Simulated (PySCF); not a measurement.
Cards and structures have been mixed up. Pair them.

Structures:
1. `C/C=C\C[SiH2]S[SiH2][SiH3]`
2. `C(=C)(C)[Si@@H]1C[SiH2]C1=O`
3. `COCC(F)(F)C(F)(F)F`
4. `O=C(O)[C@@H]1[CH]C=CO1` [radical]

Card P (geometry GFN2-xTB):
* Rotational constants A, B, C: 2.106, 1.042, 0.832 GHz
* 13C chemical shifts (computed TMS as zero) by class (GIAO PBE0/pcSseg-1): 319.7 (1 C), 147.6 (1 C), 135.6 (1 C), 25.8 (1 C), -9.6 (1 C) ppm
* Isotropic shieldings of nuclei other than C and H, by class (GIAO PBE0/pcSseg-1): -904 (1 O), 355 (1 Si), 385 (1 Si) ppm
* Dipole moment (PBE0/pcSseg-1): 2.52 D
* Point group: C1
* HOMO energy (PBE0/pcSseg-1): -5.96 eV

Card Q (geometry GFN2-xTB):
- Rotational constants A, B, C: 4.486, 1.705, 1.525 GHz
- Point group: C1
- Isotropic g value (unrestricted B3LYP/pcH-1, mean-field spin–orbit): 2.00328
- Largest isotropic hyperfine couplings (means over sets of like nuclei) (unrestricted B3LYP/pcH-1): 1H +100.6, 13C +88.8, 13C +52.5, 13C +46.8, 1H -40.8 MHz

Card R (geometry GFN2-xTB):
* Rotational constants A, B, C: 3.354, 0.299, 0.297 GHz
* Point group: C1
* Dipole moment (PBE0/pcSseg-1): 0.98 D
* 13C chemical shifts (computed TMS as zero) by class (GIAO PBE0/pcSseg-1): 133.0 (1 C), 131.3 (1 C), 18.8 (1 C), 14.5 (1 C) ppm
* HOMO energy (PBE0/pcSseg-1): -6.93 eV
* Isotropic shieldings of nuclei other than C and H, by class (GIAO PBE0/pcSseg-1): 382 (1 Si), 409 (1 Si), 463 (1 Si), 830 (1 S) ppm

Card S (geometry GFN2-xTB):
- Rotational constants A, B, C: 2.301, 0.837, 0.789 GHz
- HOMO energy (PBE0/pcSseg-1): -8.13 eV
- Isotropic shieldings of nuclei other than C and H, by class (GIAO PBE0/pcSseg-1): 329 (1 O), 272 (3 F), 318 (2 F) ppm
- 13C chemical shifts (computed TMS as zero) by class (GIAO PBE0/pcSseg-1): 128.7 (1 C), 121.0 (1 C), 74.6 (1 C), 61.9 (1 C) ppm

Each SMILES stands for a single optimised conformer of the isolated species, non-relativistic unless stated. Electronic properties by PySCF. Hyperfine couplings of like nuclei are means over topologically equivalent atoms, whose single values can differ widely in one geometry; on GFN2-xTB geometries they can lie far from the values at a DFT minimum. NMR classes are plain means over equivalent atoms (diastereotopic ones count apart unless rotation or inversion swaps them), as if these changed places fast.

Question: Which card belongs to which structure?

Answer: P = 2, Q = 4, R = 1, S = 3. What ties each card to its structure:
- 1 (card R), C4H14SSi3, monoisotopic mass 178.0 u, 8 heavy atoms: 4 C in 4 classes; the least shielded carbon (133.0 ppm) is an alkene CH carbon; an asymmetric top with C = 0.297 GHz, the lowest such constant on the cards; dipole 0.98 D.
- 2 (card P), C5H10OSi2, monoisotopic mass 142.0 u, 8 heavy atoms: 5 C in 5 classes; the least shielded carbon (319.7 ppm) is a carbonyl carbon; an asymmetric top with C = 0.832 GHz; dipole 2.52 D.
- 3 (card S), C4H5F5O, monoisotopic mass 164.0 u, 10 heavy atoms: 4 C in 4 classes; the least shielded carbon (128.7 ppm) is a CF3 carbon; an asymmetric top with C = 0.789 GHz.
- 4 (card Q), C5H5O3, monoisotopic mass 113.0 u, 8 heavy atoms: an asymmetric top with C = 1.525 GHz, the highest such constant on the cards; an open shell with its largest isotropic coupling to 1H.
